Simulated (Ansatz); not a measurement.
`[NH2][In]([NH2])[SH]` + `CCCCCC(C)C` → `C[CH](C)[In]([NH2])[NH2]` + `CCCCCS`  (formal exchange of groups at the In–S bond)

Program: Ansatz. Geometries: PBE0-D4/def2-TZVP. ΔE: electronic, gas phase. CCSD(T)/CBS is the MP2 limit (def2-TZVPP, def2-QZVPP) plus CCSD(T) − MP2 in def2-TZVPP, frozen cores. Functionals use def2-TZVPP. B3LYP here is the variant with VWN-RPA as its local correlation; programs differ in this. def2 core potentials past Kr. For In outer-core shells are correlated without core-valence functions, which leaves a few kJ/mol of doubt a bond. One conformer a species, not always the lowest.

`[NH2][In]([NH2])[SH]`:

Cartesian coordinates in Å:
```
N -1.543 -0.114 0.913
In 0.260 -0.019 0.002
N 0.401 0.371 -1.973
S 2.264 -0.368 1.245
H -2.288 0.408 0.474
H -1.553 0.083 1.904
H 1.242 0.052 -2.433
H -0.395 0.115 -2.540
H 1.612 -0.528 2.408
```

`CCCCCC(C)C`:

Z-matrix (Å, degrees):
```
C
C 1 1.519
H 1 1.094 2 111.1
H 1 1.094 2 111.1 3 -119.5
H 1 1.092 2 111.7 3 120.2
C 2 1.520 1 113.1 3 59.8
H 2 1.096 1 109.6 3 -178.2
H 2 1.096 1 109.7 3 -62.3
C 6 1.520 2 113.1 1 179.6
H 6 1.098 2 109.3 1 -58.3
H 6 1.096 2 108.9 1 56.9
C 9 1.523 6 114.4 2 175.6
H 9 1.096 6 108.8 2 54.2
H 9 1.096 6 109.2 2 -60.6
C 12 1.528 9 116.1 6 59.6
H 12 1.097 9 108.8 6 -62.9
H 12 1.098 9 108.9 6 -177.9
C 15 1.522 12 112.2 9 58.0
C 15 1.522 12 110.0 9 -178.4
H 15 1.097 12 108.2 9 -61.1
H 18 1.095 15 110.7 12 58.5
H 18 1.092 15 112.1 12 -61.8
H 18 1.093 15 111.0 12 177.9
H 19 1.093 15 111.4 12 177.4
H 19 1.093 15 111.4 12 56.8
H 19 1.095 15 110.7 12 -62.9
```

`C[CH](C)[In]([NH2])[NH2]`:

Cartesian coordinates in Å:
```
C -1.350 0.234 -1.535
C -0.565 -0.678 -0.602
C 0.512 -1.453 -1.347
In 0.257 0.410 1.083
N 2.190 0.240 1.673
N -0.781 1.715 2.238
H -0.710 0.992 -1.996
H -1.800 -0.342 -2.353
H -2.160 0.759 -1.022
H -1.263 -1.394 -0.152
H 0.075 -2.031 -2.172
H 1.041 -2.157 -0.700
H 1.261 -0.787 -1.786
H 2.717 -0.582 1.421
H 2.448 0.529 2.604
H -0.266 2.390 2.784
H -1.605 2.158 1.861
```

`CCCCCS`:

Z-matrix (Å, degrees):
```
C
C 1 1.519
H 1 1.094 2 110.9
H 1 1.092 2 111.7 3 120.1
H 1 1.094 2 111.1 3 -119.5
C 2 1.520 1 112.5 3 59.4
H 2 1.095 1 109.0 3 -62.5
H 2 1.097 1 109.7 3 -178.5
C 6 1.521 2 114.4 1 175.4
H 6 1.095 2 109.1 1 -61.9
H 6 1.096 2 109.0 1 53.9
C 9 1.520 6 115.5 2 59.9
H 9 1.096 6 109.3 2 -177.1
H 9 1.098 6 109.4 2 -61.3
S 12 1.814 9 115.2 6 57.6
H 12 1.091 9 110.6 6 -178.6
H 12 1.093 9 111.0 6 -60.3
H 15 1.343 12 96.8 9 61.2
```

```json
{"level": "LDA (SPW92)", "ΔE (kJ/mol)": "133.6", "difference from CCSD(T)/CBS": "-0.7"}
{"level": "PBE-D4", "ΔE (kJ/mol)": "128.6", "difference from CCSD(T)/CBS": "-5.7"}
{"level": "revPBE-D4", "ΔE (kJ/mol)": "128.7", "difference from CCSD(T)/CBS": "-5.6"}
{"level": "BLYP-D4", "ΔE (kJ/mol)": "125.3", "difference from CCSD(T)/CBS": "-9.0"}
{"level": "B97M-V", "ΔE (kJ/mol)": "147.6", "difference from CCSD(T)/CBS": "13.3"}
{"level": "B3LYP-D4", "ΔE (kJ/mol)": "132.9", "difference from CCSD(T)/CBS": "-1.4"}
{"level": "r2SCANh-D4", "ΔE (kJ/mol)": "141.0", "difference from CCSD(T)/CBS": "6.7"}
{"level": "ωB97M-V", "ΔE (kJ/mol)": "137.8", "difference from CCSD(T)/CBS": "3.5"}
{"level": "PBE0", "ΔE (kJ/mol)": "137.8", "difference from CCSD(T)/CBS": "3.5"}
{"level": "B3LYP", "ΔE (kJ/mol)": "134.7", "difference from CCSD(T)/CBS": "0.4"}
{"level": "r2SCAN0", "ΔE (kJ/mol)": "143.6", "difference from CCSD(T)/CBS": "9.3"}
{"level": "CAM-B3LYP", "ΔE (kJ/mol)": "138.6", "difference from CCSD(T)/CBS": "4.3"}
{"level": "HF/def2-SVP", "ΔE (kJ/mol)": "160.4", "difference from CCSD(T)/CBS": "26.1"}
{"level": "MP2/def2-TZVPP", "ΔE (kJ/mol)": "134.9", "difference from CCSD(T)/CBS": "0.6"}
{"level": "MP2/def2-QZVPP", "ΔE (kJ/mol)": "133.4", "difference from CCSD(T)/CBS": "-0.9"}
{"level": "SCS-MP2/def2-QZVPP", "ΔE (kJ/mol)": "133.8", "difference from CCSD(T)/CBS": "-0.5"}
{"level": "CCSD(T)/CBS", "ΔE (kJ/mol)": "134.3", "difference from CCSD(T)/CBS": "0"}
```

Largest T1 diagnostic among the species: 0.014.

At CCSD(T), def2-SVP lies +11.6 kJ/mol from the extrapolated value and def2-TZVPP +2.2 kJ/mol. Leaving LDA and LC-ωPBE aside and taking each functional with its dispersion term where it has one, the values spread over 22.3 kJ/mol, from BLYP-D4 to B97M-V. LDA lies +4.4 kJ/mol from PBE without D4. From r2SCAN to r2SCAN0 (25 % exact exchange), in def2-TZVPP and without D4, ΔE moves by +4.7 kJ/mol.
